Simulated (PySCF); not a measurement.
B(Vi)(OMe)(OEt), SMILES O(B(C=C)OC)CC, GFN2-xTB optimised geometry.

```
19

B     -0.24     0.30     0.00
C     -1.15    -1.01     0.04
C     -1.21    -1.95    -0.88
H     -1.79    -1.11     0.91
H     -1.87    -2.80    -0.80
H     -0.62    -1.90    -1.78
O     -0.78     1.55     0.00
C     -2.16     1.79     0.02
H     -2.55     1.71     1.04
H     -2.33     2.80    -0.34
H     -2.70     1.08    -0.62
O      1.11     0.30     0.00
C      1.92    -0.85    -0.04
C      2.57    -1.01    -1.41
H      2.70    -0.71     0.72
H      1.34    -1.74     0.21
H      3.13    -0.11    -1.66
H      3.24    -1.86    -1.41
H      1.80    -1.16    -2.17
```

Density from CAM-B3LYP/def2-SVP run with PySCF at that geometry.

Minimum of the electron density along straight lines between bonded atoms, close to the bond critical point (lines longer than 1.1 times the sum of covalent radii, or with two minima, are not listed):

| bond | length / Å | ρ at the minimum / e bohr⁻³ | ∇²ρ there / e bohr⁻⁵ | position (fraction from the first atom) |
|---|---|---|---|---|
| B1–C2 | 1.592 | … | -0.15 | 0.32 |
| C2–C3 | 1.325 | 0.344 | … | 0.49 |
| C2–H4 | 1.087 | 0.276 | -1.02 | 0.63 |
| C3–H5 | 1.080 | 0.283 | -1.09 | 0.64 |
| C3–H6 | 1.079 | 0.284 | -1.10 | 0.64 |
| B1–O7 | 1.359 | 0.203 | 1.09 | 0.33 |
| O7–C8 | 1.405 | 0.258 | … | 0.66 |
| C8–H9 | 1.094 | 0.281 | -1.07 | 0.64 |
| C8–H10 | 1.090 | 0.284 | -1.11 | 0.64 |
| C8–H11 | 1.093 | 0.282 | -1.08 | 0.64 |
| B1–O12 | 1.351 | 0.206 | 1.16 | 0.33 |
| O12–C13 | 1.408 | 0.254 | -0.34 | 0.66 |
| C13–C14 | 1.526 | 0.250 | -0.60 | 0.51 |
| C13–H15 | 1.096 | 0.282 | -1.08 | 0.64 |
| C13–H16 | 1.097 | 0.282 | -1.08 | 0.64 |
| C14–H17 | 1.087 | 0.278 | -1.04 | 0.63 |
| C14–H18 | 1.087 | 0.276 | -1.02 | 0.63 |
| C14–H19 | 1.087 | 0.277 | -1.02 | 0.63 |

Q: Some entries are withheld; supply them.

A: 
- B1–C2, ρ at the minimum / e bohr⁻³: 0.177
- C2–C3, ∇²ρ there / e bohr⁻⁵: -0.93
- O7–C8, ∇²ρ there / e bohr⁻⁵: -0.38
